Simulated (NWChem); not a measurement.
System: C₂H₈AlN; SMILES C[N](C)[AlH2]

Parts of the log:

```
             Northwest Computational Chemistry Package (NWChem) 7.3.0
             --------------------------------------------------------

 C2V symmetry detected

                             Geometry "geometry" -> ""
                             -------------------------

 Output coordinates in angstroms (scale by  1.889725989 to convert to a.u.)

  No.       Tag          Charge          X              Y              Z
 ---- ---------------- ---------- -------------- -------------- --------------
    1 Al                  13.0000     0.00000000     0.00000000     1.48519048
    2 H                    1.0000     0.00000000     1.42493299     2.20778048
    3 H                    1.0000     0.00000000    -1.42493299     2.20778048
    4 N                    7.0000     0.00000000     0.00000000    -0.31614853
    5 C                    6.0000     0.00000000    -1.20975807    -1.11889153
    6 C                    6.0000     0.00000000     1.20975807    -1.11889153
    7 H                    1.0000    -0.89577403    -1.26708228    -1.78360253
    8 H                    1.0000     0.89577403    -1.26708228    -1.78360253
    9 H                    1.0000     0.00000000    -2.11218329    -0.47444453
   10 H                    1.0000     0.89577403     1.26708228    -1.78360253
   11 H                    1.0000    -0.89577403     1.26708228    -1.78360253
   12 H                    1.0000     0.00000000     2.11218329    -0.47444453

 Effective nuclear repulsion energy (a.u.)     159.9813535122

      Symmetry information
      --------------------

 Group name             C2v
 Group number             16
 Group order               4
 No. of unique centers     6

                                 NWChem DFT Module
                                 -----------------

 Summary of "ao basis" -> "ao basis" (spherical)
 ------------------------------------------------------------------------------
       Tag                 Description            Shells   Functions and Types
 ---------------- ------------------------------  ------  ---------------------
 Al                         def2-svp                 8       18   4s3p1d
 H                          def2-svp                 3        5   2s1p
 N                          def2-svp                 6       14   3s2p1d
 C                          def2-svp                 6       14   3s2p1d

      Symmetry analysis of basis
      --------------------------

        a1         39
        a2         13
        b1         18
        b2         30

            General Information
            -------------------
          SCF calculation type: DFT
          Wavefunction type:  closed shell.
          No. of atoms     :    12
          No. of electrons :    40
           Alpha electrons :    20
            Beta electrons :    20
          Charge           :     0
          Spin multiplicity:     1
          Use of symmetry is: on ; symmetry adaption is: on
          Maximum number of iterations: 150
          AO basis - number of functions:   100
                     number of shells:    50
          Convergence on energy requested:  1.00D-06
          Convergence on density requested:  1.00D-05
          Convergence on gradient requested:  5.00D-04

              XC Information
              --------------
                      r^2SCAN Method XC Functional
               r^2SCAN metaGGA Exchange Functional  1.000
                     r^2SCAN Correlation Potential  1.000

             Grid Information
             ----------------
          Grid used for XC integration:  medium
          Radial quadrature: Mura-Knowles
          Angular quadrature: Lebedev.
          Tag              B.-S. Rad. Rad. Pts. Rad. Cut. Ang. Pts.
          ---              ---------- --------- --------- ---------
          Al                  1.25       88          10.0       590
          H                   0.35       45          12.0       434
          N                   0.65       49           8.0       434
          C                   0.70       49          11.0       434
          Grid pruning is: on
          Number of quadrature shells:   321
          Spatial weights used:  Erf1

      Superposition of Atomic Density Guess
      -------------------------------------

 Sum of atomic energies:        -375.27945193

      Non-variational initial energy
      ------------------------------

 Total energy =    -377.363647
 1-e energy   =    -832.487101
 2-e energy   =     295.142100
 HOMO         =      -0.272283
 LUMO         =       0.008378

      Symmetry analysis of molecular orbitals - initial
      -------------------------------------------------

  Numbering of irreducible representations:

     1 a1          2 a2          3 b1          4 b2

  Orbital symmetries:

     1 a1          2 a1          3 a1          4 b2          5 a1
     6 a1          7 b2          8 b1          9 a1         10 b2
    11 a1         12 a1         13 b1         14 b2         15 a1
    16 a2         17 b2         18 a1         19 b2         20 b1
    21 b1         22 a1         23 a1         24 a1         25 b2
    26 a1         27 b1         28 b2         29 a1         30 a2

   convergence    iter        energy       DeltaE   RMS-Dens  Diis-err
 ---------------- ----- ----------------- --------- --------- ---------
 d= 0,ls=0.0,diis     1   -377.8762302861 -5.38D+02  9.83D-03  3.12D-01
 d= 0,ls=0.0,diis     2   -377.8148533319  6.14D-02  7.09D-03  8.05D-01
 d= 0,ls=0.0,diis     3   -377.9110281364 -9.62D-02  1.72D-03  6.22D-02
 d= 0,ls=0.0,diis     4   -377.9181076344 -7.08D-03  4.82D-04  4.76D-03
 d= 0,ls=0.0,diis     5   -377.9186832731 -5.76D-04  1.60D-04  2.26D-04
  Resetting Diis
 d= 0,ls=0.0,diis     6   -377.9187205237 -3.73D-05  2.86D-05  4.66D-06
 d= 0,ls=0.0,diis     7   -377.9187214902 -9.67D-07  9.12D-06  1.82D-07

[...]
```

Level: r2SCAN/def2-SVP, vertical spin-unrestricted ions. Geometry: optimised at PBE-D3(BJ)/def2-SVP.

Which NWChem input produces such a log?

Several could match; the one computed here: the input that was run:
```
start job
memory heap 200 mb stack 900 mb global 1100 mb
geometry units angstroms noautoz
  Al     0.000000     0.000000     1.501273
  H     -0.004151     1.424927     2.223863
  H      0.004151    -1.424927     2.223863
  N      0.000000     0.000000    -0.300066
  C      0.003138    -1.209754    -1.102809
  C     -0.003138     1.209754    -1.102809
  H     -0.893430    -1.270365    -1.766166
  H      0.898107    -1.263796    -1.768874
  H      0.007458    -2.112171    -0.458362
  H      0.893430     1.270365    -1.766166
  H     -0.898107     1.263796    -1.768874
  H     -0.007458     2.112171    -0.458362
end
basis spherical
  * library def2-svp
end
dft
  xc r2scan
  iterations 150
  vectors input atomic output neutral.movecs
end
task dft energy
charge 1
dft
  odft
  mult 2
  vectors input atomic output cation.movecs
end
task dft energy
```
